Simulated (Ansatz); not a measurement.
Consider the redistribution: `C[SiH2]O[SiH3]` + `N[SiH2]O[SiH2][SiH3]` → `C[SiH2]O[SiH2]N` + `[SiH3]O[SiH2][SiH3]`.

Computed with Ansatz on PBE0-D4/def2-TZVP structures; ΔE is electronic, products minus reactants. CBS: MP2 limit from def2 TZ/QZ plus the TZ coupled-cluster correction, frozen cores. This one scheme is used for every species. Each species was taken in one conformer, which may not be the lowest.

```
               species  SCS-MP2/def2-QZVPP energy (Eh)
      `C[SiH2]O[SiH3]`                      -696.19307
`N[SiH2]O[SiH2][SiH3]`                     -1002.51549
     `C[SiH2]O[SiH2]N`                      -751.51734
 `[SiH3]O[SiH2][SiH3]`                      -947.19022
```

Problem. Work out ΔE.

Solution. ΔE = (-751.51734) + (-947.19022) − (-696.19307) − (-1002.51549) = 0.00100 Eh = +0.03 eV. CCSD(T)/CBS gives +0.03 eV.

Largest T1 diagnostic among the species: 0.012.

The D4 term adds +0.04 eV with B3LYP and +0.02 eV with PBE0; it sums over pairs of atoms, weighted by their polarisabilities, and B3LYP, whose exchange is more repulsive, gets the larger term.

B3LYP here is the variant with VWN-RPA as its local correlation; programs differ in this.
